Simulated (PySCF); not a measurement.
## Dipole moment and polarisability of `O[Si@H]1C=C[Si@@H](c2cccs2)C=C1`

Species: C8H10OSSi2.
Structure used (PBE0-D3(BJ)/def2-SVP), in Å, numbered top down from 1:
```
atom  x, y, z in Å
O1    -3.458   -1.543    1.382
Si2   -3.096   -0.351    0.267
C3    -2.132    0.964    1.167
C4    -0.929    1.436    0.788
Si5    0.035    0.847   -0.706
C6     1.734    0.266   -0.196
C7     2.961    0.749   -0.605
C8     4.063    0.066   -0.025
C9     3.664   -0.936    0.823
S10    1.957   -1.041    0.912
C11   -0.892   -0.544   -1.550
C12   -2.095   -1.014   -1.167
H13   -4.261   -2.046    1.230
H14   -4.389    0.198   -0.262
H15   -2.587    1.372    2.082
H16   -0.450    2.209    1.407
H17    0.271    1.978   -1.658
H18    3.062    1.578   -1.309
H19    5.109    0.303   -0.226
H20    4.290   -1.616    1.400
H21   -0.393   -1.015   -2.410
H22   -2.526   -1.851   -1.738
```

Level: CAM-B3LYP/def2-SVPD (PySCF), static field, nuclei fixed, core orbitals frozen in the response. The polarisability tensor in these axes (au):

```
x   214.09  11.23  -8.19
y    11.23 136.44 -10.10
z    -8.19 -10.10 132.62
```

Question: Diagonalise the tensor; give its mean and Δα, where Δα² is half the sum of the squared differences of the eigenvalues.

Answer: Principal values 124.25, 142.13 and 216.77 au; mean 161.05 au = 23.86 Å³ = 26.55 × 10⁻⁴⁰ C²·m²/J; Δα = 85.00 au (53 % of the mean).

Question: What is the dipole moment, and where does it point?

Answer: (-0.07, -0.13, -0.78) D, 0.80 D in size, pointing from the negative to the positive side. Measured along this direction, the outermost atoms are H15 at the negative end and H21 at the positive end.

Question: Rayleigh depolarisation ratio (linearly polarised light, static tensor)?

Answer: ρ = 3Δα²/(45ᾱ² + 4Δα²) = 21676.5/(1167145 + 28902.0) = 0.0181.

Question: Form Σ f/ω² (atomic units) for the 10 lowest TDDFT singlets, given as eV and f, and set it beside the mean polarisability, which is this sum over all singlets: 5.26, 0.0013; 5.46, 0.2116; 5.71, 0.1150; 5.77, 0.0070; 5.82, 0.0018; 6.17, 0.0000; 6.37, 0.0008; 6.39, 0.0375; 6.51, 0.0024; 6.61, 0.0126.

Answer: They add up to 9.06 au, 5.6 % of the 161.05 au; the largest single term is 5.26 au, from the state at 5.46 eV. Terms in order: 0.04, 5.26, 2.61, 0.15, 0.04, 0.00, 0.02, 0.68, 0.04, 0.21 au. Higher excitations give the rest. The strengths listed sum to 0.390.

Question: What molar refraction does this α imply?

Answer: Lorentz–Lorenz: R = (4π/3)N_A α = 2.5225 cm³/(mol·Å³) × 23.86 Å³ = 60.2 cm³/mol, in the limit of long wavelengths.

Question: Along which axes do the principal values lie, and how far do the nuclei extend along each?

Answer: Largest value along (0.98, 0.15, -0.11), where the nuclei span 9.72 Å; middle along (-0.19, 0.75, -0.63), 5.39 Å; least along (-0.01, 0.64, 0.77), 5.00 Å. The response follows the extents in order.

Question: What are the principal values of the traceless quadrupole moment, Θ = ½Σq(3rr − r²1), about the centre of nuclear charge?

Answer: -10.03, -5.02, 15.04 D·Å. The values depend on the origin, since the dipole doesn't vanish. The electronic extent ⟨r²⟩ about the same centre is 3463 bohr², a root-mean-square distance of 2.97 Å for the 110 electrons.

The structure is a single PBE0-D3(BJ)/def2-SVP conformer in the gas phase; no vibrational or solvent corrections.
